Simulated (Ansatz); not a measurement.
Two isomers of C2H6O2Si2: A = `O[Si]1([SiH3])C=CO1`, B = `O=C1C[SiH]1[SiH2]O`.

Isolated molecules relaxed with PBE0-D4/def2-TZVP in Ansatz; ΔE leaves out vibrations. CBS: MP2 limit from def2 TZ/QZ plus the TZ coupled-cluster correction, frozen cores. Functionals use def2-TZVPP. B3LYP here is the variant with VWN-RPA as its local correlation; programs differ in this. Each species was taken in one conformer, which may not be the lowest.

Which isomer does CCSD(T)/CBS put lower? Give the gap. (Best estimate.)

Computed: A, by 186.8 kJ/mol.

Give E(B) − E(A) in kJ/mol with PBE-D4, PBE0-D4, B2PLYP, r2SCAN-D4, CCSD/def2-TZVPP, B3LYP-D4, CCSD(T)/def2-TZVPP. (Best estimate.)

The calculation gave: PBE-D4 154.6, PBE0-D4 172.2, B2PLYP 177.8, r2SCAN-D4 171.1, CCSD/def2-TZVPP 188.4, B3LYP-D4 171.9, CCSD(T)/def2-TZVPP 184.4. None reverses the order clearly.

Largest T1 diagnostic: 0.017.

The D4 term adds +3.5 kJ/mol with B3LYP and +1.9 kJ/mol with PBE0; it sums over pairs of atoms, weighted by their polarisabilities, and B3LYP, whose exchange is more repulsive, gets the larger term. From PBE to PBE0 (25 % exact exchange), in def2-TZVPP and without D4, E(B) − E(A) moves by +17.9 kJ/mol.
